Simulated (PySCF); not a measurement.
Ge(Vi)2(OMe)(NH2), SMILES [CH]([Ge]([CH]=C)([O]C)[NH2])=C, singlet, GFN2-xTB optimised geometry.

```
19

C     -2.54    -2.76     1.97
C     -1.39    -2.19     1.65
Ge    -1.07    -1.16     0.00
N     -1.54     0.62     0.00
C     -1.81    -1.94    -1.66
C     -2.23    -1.21    -2.68
O      0.71    -1.16     0.00
C      1.50    -0.49    -0.95
H     -2.68    -3.32     2.88
H     -3.40    -2.70     1.32
H     -0.54    -2.27     2.32
H     -2.53     0.81     0.03
H     -1.10     1.16     0.74
H     -1.82    -3.02    -1.72
H     -2.61    -1.66    -3.59
H     -2.23    -0.13    -2.64
H      1.18     0.54    -1.08
H      1.46    -1.00    -1.92
H      2.53    -0.51    -0.58
```

Density from B3LYP/def2-SVP run with PySCF at that geometry.

Minimum of the electron density along straight lines between bonded atoms, close to the bond critical point (lines longer than 1.1 times the sum of covalent radii, or with two minima, are not listed):

```csv
bond,length / Å,ρ at the minimum / e bohr⁻³,∇²ρ there / e bohr⁻⁵,position (fraction from the first atom)
C1–C2,1.321,0.348,-0.95,0.51
C2–Ge3,1.974,0.126,0.04,0.53
Ge3–N4,1.845,0.136,0.39,0.47
Ge3–C5,1.976,0.125,0.04,0.47
C5–C6,1.321,0.347,-0.95,0.50
Ge3–O7,1.780,0.135,0.66,0.47
O7–C8,1.406,0.257,-0.42,0.66
C1–H9,1.080,0.282,-1.08,0.63
C1–H10,1.079,0.283,-1.08,0.63
C2–H11,1.081,0.281,-1.06,0.63
N4–H12,1.010,0.331,-1.51,0.76
N4–H13,1.012,0.330,-1.51,0.76
C5–H14,1.082,0.280,-1.05,0.63
C6–H15,1.081,0.282,-1.08,0.63
C6–H16,1.079,0.285,-1.11,0.64
C8–H17,1.092,0.282,-1.07,0.63
C8–H18,1.093,0.281,-1.06,0.63
C8–H19,1.092,0.282,-1.07,0.63
```
